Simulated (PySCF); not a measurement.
Method: TPSSh-D3(BJ)/def2-TZVP // CAM-B3LYP-D3(BJ)/def2-TZVP run with PySCF 2.14.0. All species are isolated molecules in the gas phase. Excitations are Tamm–Dancoff values on a coarser integration grid. The basis has no diffuse functions, so Rydberg states are missing or too high.

Reference species (SMILES): `B1CCB=1` (neutral, multiplicity 1).

| Item | Result |
|---|---|
| T1 excitation (TDA) | 0.11 eV |
| HOMO–LUMO gap | 1.79 eV |
| LUMO | -2.99 eV |

After one change: the T1 excitation (TDA) rises by 2.55 eV; the HOMO–LUMO gap rises by 2.90 eV; the LUMO goes up by 0.44 eV.

Problem. Which change was made? The new species is one of these.
(A) `BC1=CB1`
(B) `B=BC=C`
(C) `[H]/B=C/C=B/[H]`
(D) `CC1=BB1`

Solution. D, `CC1=BB1`
